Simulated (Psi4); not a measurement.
CH5Si (SMILES [CH2][SiH3]), doublet, at a GFN2-xTB geometry; WB97X/def2-SV(P) (Psi4).

Input for Psi4:
```
memory 2 GB

molecule {
0 2
C    -0.01711389    0.13861103   -1.25945287
Si    0.00774095   -0.06609183    0.57241213
H    -0.92959358    0.22915764   -1.82227983
H     0.88009381    0.20740535   -1.84926448
H     0.03350168    1.24334789    1.24448153
H    -1.19792114   -0.77868484    1.00294438
H     1.20822931   -0.80760657    0.96706573
}

set {
  basis def2-sv(p)
  reference uks
}

energy('wb97x')
print_variables()
```

Predict the main parts of the log of this Psi4 run.


```
   => Loading Basis Set <=

    Name: DEF2-SV(P)
    Role: ORBITAL
    Keyword: BASIS

         ---------------------------------------------------------
                                   SCF
               by Justin Turney, Rob Parrish, Andy Simmonett
                          and Daniel G. A. Smith
                              UKS Reference
         ---------------------------------------------------------

  ==> Geometry <==

    Molecular point group: c1
    Full point group: C1

    Geometry (in Angstrom), charge = 0, multiplicity = 2:

       Center              X                  Y                   Z               Mass
    ------------   -----------------  -----------------  -----------------  -----------------
         C           -0.017235332584     0.140640569767    -1.269233126822    12.000000000000
         SI           0.007619507416    -0.064062290233     0.562631873178    27.976926534650
         H           -0.929715022584     0.231187179767    -1.832060086822     1.007825032230
         H            0.879972367416     0.209434889767    -1.859044736822     1.007825032230
         H            0.033380237416     1.245377429767     1.234701273178     1.007825032230
         H           -1.198042582584    -0.776655300233     0.993164123178     1.007825032230
         H            1.208107867416    -0.805577030233     0.957285473178     1.007825032230

  Running in c1 symmetry.

  Rotational constants: A =      2.27758  B =      0.40340  C =      0.38730 [cm^-1]
  Rotational constants: A =  68280.03756  B =  12093.65858  C =  11610.96631 [MHz]
  Nuclear repulsion =   56.297503339394289

  Charge       = 0
  Multiplicity = 2
  Electrons    = 25
  Nalpha       = 13
  Nbeta        = 12

  ==> Algorithm <==

  SCF Algorithm Type is DF.
  DIIS enabled.
  MOM disabled.
  Fractional occupation disabled.
  Guess Type is SAD.
  Energy threshold   = 1.00e-06
  Density threshold  = 1.00e-06
  Integral threshold = 1.00e-12

  ==> Primary Basis <==

  Basis Set: DEF2-SV(P)
    Blend: DEF2-SV(P)
    Number of shells: 24
    Number of basis functions: 42
    Number of Cartesian functions: 44
    Spherical Harmonics?: true
    Max angular momentum: 2

  ==> DFT Potential <==

   => LibXC <=

    Version 7.1.2
    S. Lehtola, C. Steigemann, M. J. T. Oliveira, and M. A. L. Marques,  SoftwareX 7, 1–5 (2018) (10.1016/j.softx.2017.11.002)

   => Composite Functional: WB97X <=

    wB97X Hyb-GGA Exchange-Correlation Functional

[...]
      Ntotal   =   25.0000020631 ; deviation = 2.063e-06

   @Spin Contamination Metric:   4.310838039E-03
   @S^2 Expected:                7.500000000E-01
   @S^2 Observed:                7.543108380E-01
   @S   Expected:                5.000000000E-01
   @S   Observed:                5.000000000E-01

    Orbital Energies [Eh]
    ---------------------

    Alpha Occupied:

[...]
      13A     -0.339945

    Alpha Virtual:

[...]
    Beta Occupied:

[...]
    Beta Virtual:

[...]
    Final Occupation by Irrep:
              A
    DOCC [    12 ]
    SOCC [     1 ]
    NA   [    13 ]
    NB   [    12 ]

  @DF-UKS Final Energy:  -330.38226202931571

   => Energetics <=

    Nuclear Repulsion Energy =             56.2975033393942894
    One-Electron Energy =                -566.6664360253632822
    Two-Electron Energy =                 200.5216790115232470
    DFT Exchange-Correlation Energy =     -20.5350083548698805
    Empirical Dispersion Energy =           0.0000000000000000
    VV10 Nonlocal Energy =                  0.0000000000000000
    Total Energy =                       -330.3822620293156547

  UHF NO Occupations:
  HONO-2 :   11  A 1.9996718
  HONO-1 :   12  A 1.9988001
  HONO-0 :   13  A 1.0000000
  LUNO+0 :   14  A 0.0011999
  LUNO+1 :   15  A 0.0003282
  LUNO+2 :   16  A 0.0003187
  LUNO+3 :   17  A 0.0002956

Computation Completed

Properties will be evaluated at   0.000000,   0.000000,   0.000000 [a0]

Properties computed using the SCF density matrix

 Multipole Moments:

 ------------------------------------------------------------------------------------
     Multipole            Electronic (a.u.)      Nuclear  (a.u.)        Total (a.u.)
 ------------------------------------------------------------------------------------

 L = 1.  Multiply by 2.5417464519 to convert [e a0] to [Debye]
 Dipole X            :          0.0026820           -0.0057373           -0.0030553
 Dipole Y            :         -0.0631777            0.0958819            0.0327043
 Dipole Z            :          0.2307882           -0.4620503           -0.2312621
 Magnitude           :                                                    0.2335831

 ------------------------------------------------------------------------------------

  Variable Map:
  ----------------------------------------------------------------------------
[...]
  Array Variable Map:
  ----------------------------------------------------------------------------
[...]
[...]
```
